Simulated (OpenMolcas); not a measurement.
Sc II: from CASSCF to CASPT2

```json
{
  "Program": "OpenMolcas",
  "Basis": "ANO-RCC-VTZP [6s5p3d2f1g]",
  "Scalar Hamiltonian": "DKH2, point nucleus",
  "Active space": "2 electrons in 11 orbitals (3d 4s 4d)",
  "State averaging": "2S+1 = 3 even, 15 roots; 2S+1 = 1 even, 20 roots kept (CI in the orbitals of an earlier block)",
  "Spin-orbit coupling": "state interaction with AMFI integrals over the reference wave functions, term energies averaged over their components"
}
```

Methods on the same reference wave functions:
A. CASSCF
B. SS-CASPT2, IPEA 0.25 Eh, imaginary shift 0.1 Eh (closed shells correlated: 3s 3p)
C. MS-CASPT2, IPEA 0.25 Eh, imaginary shift 0.1 Eh (closed shells correlated: 3s 3p)

Energies in cm-1 above 3d 4s 3D1, the measured ground level; measured values from NIST Handbook of Basic Atomic Spectroscopic Data.

```json
{"Level": "3d 4s 3D1", "A": "0.0", "B": "0.0", "C": "0.0", "Measured": "0.0"}
{"Level": "3d 4s 3D2", "A": "72.8", "B": "72.3", "C": "71.9", "Measured": "67.7"}
{"Level": "3d 4s 3D3", "A": "189", "B": "189", "C": "189", "Measured": "178"}
{"Level": "3d 4s 1D2", "A": "2919", "B": "2510", "C": "2390", "Measured": "2541"}
{"Level": "3d2 3F2", "A": "6230", "B": "5570", "C": "5570", "Measured": "4803"}
{"Level": "3d2 3F3", "A": "6322", "B": "5660", "C": "5660", "Measured": "4884"}
{"Level": "3d2 3F4", "A": "6443", "B": "5780", "C": "5780", "Measured": "4988"}
{"Level": "3d2 1D2", "A": "14823", "B": "11400", "C": "11520", "Measured": "10945"}
{"Level": "3d2 3P0", "A": "15007", "B": "13040", "C": "13040", "Measured": "12074"}
{"Level": "3d2 3P1", "A": "15037", "B": "13070", "C": "13070", "Measured": "12102"}
{"Level": "3d2 3P2", "A": "15118", "B": "13130", "C": "13130", "Measured": "12154"}
{"Level": "3d2 1G4", "A": "17314", "B": "15170", "C": "15170", "Measured": "14261"}
{"Level": "4s2 1S0", "A": "19103", "B": "12100", "C": "12100", "Measured": "11736"}
```

Deviations, from unrounded energies. A percentage is the sum of absolute deviations over the sum of measured energies, with the sign that they share, or ± where signs differ.

| Against measurement | Levels | A | B | C |
| --- | --- | --- | --- | --- |
| mean absolute deviation (cm-1) | 12 | 2300 | 580 | 600 |
| fine structure of the ground term (%) | 2 | +6.6 | +6.4 | +6.3 |
| other terms of the ground configuration (%) | 1 | +14.9 | -1.2 | -5.8 |
| other configurations (%) | 9 | +31.2 | +7.9 | +8.1 |

B, C lie about equally close to measurement and A furthest from it. The largest miss of B in the table is 3d2 3P2, by +980 cm-1. The ranking rests on the paired levels alone, and a cruder setting can come out closer through cancelling errors.

Between B and C the level of the table that moves most is 3d2 1D2, by 120 cm-1 (lowest in B, highest in C). Moves below CASPT2's spread within the term are not significant.

The mean deviations of B to C differ by less than CASPT2's widest spread within a term (650 cm-1), so their order carries little weight.

The lowest spin-free term lies below A's lowest term by 0.290 hartree in B, 0.290 hartree in C.

CASPT2 does not keep the components of a term degenerate, so their means are used; among the terms shown or strongly mixed into the levels shown the widest spread is 650 cm-1 (3d2 1G, C). Terms from blocks run as CI alone lack orbitals of their own. Active for correlation alone: 4d; no level in the range computed is led by a configuration that fills it, so any true level of that kind is missing. Without dynamic correlation excited terms often stand tens of per cent too high (terms of higher spin than the ground term too low), and those without a measured partner can miss by more than the paired ones (holds for A). Some levels mix across a computed gap that differs much from the measured one, so their mixing is not that of the real levels (holds for A). Computed and measured levels are paired by configuration, term and J; levels that our copy of the source lacks, or whose pairing is in doubt (as where it misses far off the trend of its configuration), stay unpaired and out of the deviations. Levels of configurations outside the active space are missing.
